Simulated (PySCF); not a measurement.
C2H5Cl2Sb, SMILES [CH2](C)[Sb]([Cl])[Cl].

Coordinates come from a B3LYP-D3(BJ)/def2-SVP optimisation. The structure was generated by enumeration; whether it is a known compound was not checked. The def2 effective core potentials stand for the cores of Sb; spin–orbit coupling is left out. One conformer was computed; it need not be the lowest.

Level of theory: CAM-B3LYP/def2-TZVP run with PySCF.

Gas-phase values at a fixed geometry.

Computed frontier levels, gap, dipole moment and polarisability:
- highest occupied level = -8.76 eV
- lowest empty level = -0.85 eV
- orbital gap = 7.91 eV
- dipole moment = 3.52 D
- quadrupole, principal values (traceless, Buckingham form, about the centre of nuclear charge) = -6.23, 1.42, 4.81 D·Å
- mean static polarisability = 89.5 bohr³ (13.26 Å³)
- polarisability, principal values = 75.1, 91.0, 102.3 bohr³
